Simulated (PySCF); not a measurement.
# Two-component Hartree-Fock for Zr¹²⁺ (zirconium, charge +12)

Start: [Ar] 3d10. Calculated with PySCF 2.14 in an even-tempered Gaussian basis (20 s from 0.27 bohr⁻², ratio 2.6; 15 p from 0.35 bohr⁻², ratio 2.6; 10 d from 0.35 bohr⁻², ratio 2.6; 6 f from 0.36 bohr⁻², ratio 2.8): generalised Hartree-Fock with the X2C-1e Hamiltonian and a Gaussian nucleus; spin-orbit coupling (SO) screened by Boettger's factors.

```json
{"spinor shell": "1s1/2", "electrons": "2", "ε, screened SO (eV)": "-18342.3", "weight of nominal j (screened SO)": "1.000", "rms radius, screened SO (bohr)": "0.0426"}
{"spinor shell": "2s1/2", "electrons": "2", "ε, screened SO (eV)": "-2817.1", "weight of nominal j (screened SO)": "1.000", "rms radius, screened SO (bohr)": "0.176"}
{"spinor shell": "2p1/2", "electrons": "2", "ε, screened SO (eV)": "-2592.3", "weight of nominal j (screened SO)": "1.000", "rms radius, screened SO (bohr)": "0.154"}
{"spinor shell": "3s1/2", "electrons": "2", "ε, screened SO (eV)": "-681.93", "weight of nominal j (screened SO)": "1.000", "rms radius, screened SO (bohr)": "0.484"}
{"spinor shell": "3p1/2", "electrons": "2", "ε, screened SO (eV)": "-596.55", "weight of nominal j (screened SO)": "1.000", "rms radius, screened SO (bohr)": "0.484"}
{"spinor shell": "3p3/2", "electrons": "4", "ε, screened SO (eV)": "-581.79", "weight of nominal j (screened SO)": "1.000", "rms radius, screened SO (bohr)": "0.494"}
{"spinor shell": "3d3/2", "electrons": "4", "ε, screened SO (eV)": "-432.33", "weight of nominal j (screened SO)": "1.000", "rms radius, screened SO (bohr)": "0.480"}
{"spinor shell": "3d5/2", "electrons": "6", "ε, screened SO (eV)": "-429.65", "weight of nominal j (screened SO)": "1.000", "rms radius, screened SO (bohr)": "0.483"}
```

(1) Where does 2p3/2 lie, and what is the 2p spin-orbit splitting (screened SO)?

| quantity | screened SO |
| --- | --- |
| E (hartree) | -3549.87799 |
| M_J | 0 |
| ⟨J²⟩ | 0.000 |
| ⟨L²⟩ | 0.005 |
| ⟨S²⟩ | 0.005 |

Breit and QED terms are absent; they matter most for the inner s and p1/2 levels.

Densities and radii are taken from the X2C orbitals without a picture-change correction, which distorts them close to the nucleus.

Results:

(1) At -2505.0 eV, 87.317 eV above 2p1/2.
